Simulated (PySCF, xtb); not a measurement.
CH₂I, SMILES [CH2]I, multiplicity 2.

Harmonic wavenumbers (cm⁻¹) from GFN2-xTB run with xtb at its own minimum, in rising order: 258, 694, 880, 1313, 3139, 3204.

What does PBE-D3(BJ)/def2-TZVP run with PySCF give at its own minimum? (An estimate is asked for; the answer gives what the named calculation found.)

190, 621, 827, 1309, 3105, 3256. Paired by order, the mean absolute difference is 47 cm⁻¹ and the zero-point energies are 13.6 and 13.3 kcal/mol.
